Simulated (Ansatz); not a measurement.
```yaml
crystal:
  periodic: [false, false, false]
  atoms:
    - {symbol: Cl, position_ang: [-3.133509, -0.727083, -0.815529]}
    - {symbol: Si, position_ang: [-1.097290, -0.506623, -1.017846]}
    - {symbol: C, position_ang: [-0.418404, 0.341155, 0.501383]}
    - {symbol: Si, position_ang: [1.411922, 0.180647, 0.705569]}
    - {symbol: Cl, position_ang: [2.082753, 1.418164, 2.189057]}
    - {symbol: Cl, position_ang: [2.339439, 0.687114, -1.050319]}
    - {symbol: H, position_ang: [-0.515668, -1.861985, -1.166438]}
    - {symbol: H, position_ang: [-0.848773, 0.299704, -2.231901]}
    - {symbol: H, position_ang: [-0.689212, 1.401111, 0.470039]}
    - {symbol: H, position_ang: [-0.888950, -0.093595, 1.390642]}
    - {symbol: H, position_ang: [1.823193, -1.195508, 1.045844]}
basis:
  gaussian: {orbitals: STO-3G, final_grid: {core_spheres: 5, valence_spheres: 4, degree: 11}}
magnetization: {spin_polarized: true, initial_magnetization: 2}
hamiltonian: {xc: {name: wB97X}}
```

```sh
$ ansatz run in.yaml --threads 2 --pin off --events-out ev --progress --plain --max-ram 32768MiB --backend cpu
```

Shortened log:

```
Functional definition: wB97X
628 factors; integrals over basis functions are off by at most 3.9e-5 eV
241 factors; integrals over basis functions are off by at most 1.2e-6 eV
mean field evaluation 1: about -53827.9807 eV, gradient 2.1e1 eV
mean field evaluation 2: about -53830.7971 eV, gradient 1.8e1 eV
mean field evaluation 4: about -53833.1641 eV, gradient 1.8e0 eV
mean field evaluation 8: about -53833.5876 eV, gradient 3.1e-1 eV
mean field evaluation 16: about -53833.5611 eV, gradient 3.6e-2 eV
mean field evaluation 32: about -53833.5621 eV, gradient 9.6e-4 eV
mean field -53833.56209276 eV, -1978.3469172099 hartree, gradient 9.8e-6 eV, S^2 2.002290; 6 other end points of the search recorded, 0 dependent functions left out
reference -53833.56204366 eV, -1978.3469154054 hartree; 46, 44 occupied and 9, 11 virtual orbitals, 628 factors
Total energy: -53833.56204366 eV, -1978.3469154054 hartree
```

Hardware: 2 threads of a server CPU on a shared host. Wall time 16 s, peak host memory 0.66 GiB.
